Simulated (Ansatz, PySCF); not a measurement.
Gas-phase reaction in SMILES: CN(C)BN(C)C + 6 [H][H] (H2) → B (BH3) + 4 C (CH4) + 2 N (NH3)
Structures are relaxed separately at B3LYP-D3(BJ)/def2-TZVP in Ansatz (a program for electronic structure), one conformer each, not searched for the lowest. Frequencies are from Ansatz or PySCF.

Property: energy of full hydrogenation (enthalpy at 298 K, with B3LYP-D3(BJ) rigid-rotor harmonic-oscillator terms), in eV. Correlated levels leave the core frozen unless marked. Spin-orbit coupling is left out. No relativistic terms. Basis-set limits of correlation are two-point, X^-3; Hartree-Fock from the larger set. [CCSD(T)-MP2]/basis is that difference in the basis named.

```json
[
 {"level": "RI-HF/aug-cc-pVQZ", "program": "Ansatz", "energy of full hydrogenation (eV)": "-2.52"},
 {"level": "B3LYP-D4/def2-TZVPD", "program": "Ansatz + dftd4", "energy of full hydrogenation (eV)": "-1.23"},
 {"level": "PBE0/6-31G*", "program": "Ansatz", "energy of full hydrogenation (eV)": "-0.93"},
 {"level": "PBE0-D4/def2-TZVPD", "program": "Ansatz + dftd4", "energy of full hydrogenation (eV)": "-1.23"},
 {"level": "HSE06-D4/def2-TZVPD", "program": "Ansatz + dftd4", "energy of full hydrogenation (eV)": "-1.24"},
 {"level": "wB97M-V/def2-TZVPD", "program": "Ansatz", "energy of full hydrogenation (eV)": "-1.27"},
 {"level": "wB97X-V/def2-TZVPD", "program": "Ansatz", "energy of full hydrogenation (eV)": "-1.27"},
 {"level": "MP2/aug-cc-pVDZ", "program": "Ansatz", "energy of full hydrogenation (eV)": "-1.38"},
 {"level": "RI-MP2/cc-pVQZ", "program": "Ansatz", "energy of full hydrogenation (eV)": "-1.14"},
 {"level": "RI-MP2/CBS(aug-cc-pVTZ,aug-cc-pVQZ)+[CCSD(T)-MP2]/aug-cc-pVTZ", "program": "Ansatz", "energy of full hydrogenation (eV)": "-1.33"}
]
```
